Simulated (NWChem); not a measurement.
FeHOF, quintet; SMILES [OH][Fe][F]

```xyz
4

Fe     0.2800    -0.0377     0.0000
F      0.1735    -1.7742     0.0000
O      0.3246     1.7288     0.0000
H      1.0996     2.3024     0.0000
```
Atoms are numbered in this order, from 1.

Level: B3LYP/6-31G* (spherical d), spin-unrestricted (NWChem), optimised geometry, unscaled harmonic frequencies. In the optimisation the excess spin sits in a' and a" (Cs, its own frame). The spin multiplicity was typed, not searched, and may not be the lowest.

```tsv
frequency (cm⁻¹)	IR intensity (km/mol)
107	27.1
114	20.3
515	181.6
653	4.7
808	176.2
3840	62.5
```

The zero-point energy comes out as 8.6 kcal/mol. The thermal correction to the enthalpy at 298.15 K (with zero-point energy) is 12.2 kcal/mol, the heat capacity Cv is 12.6 cal/(mol K) and the entropy at 298.15 K and 1 atm (symmetry number 1, electronic part: spin degeneracy alone) is 70.7 cal/(mol K). The dipole moment comes out as 1.94 D.

Rigid rotor and harmonic oscillator.
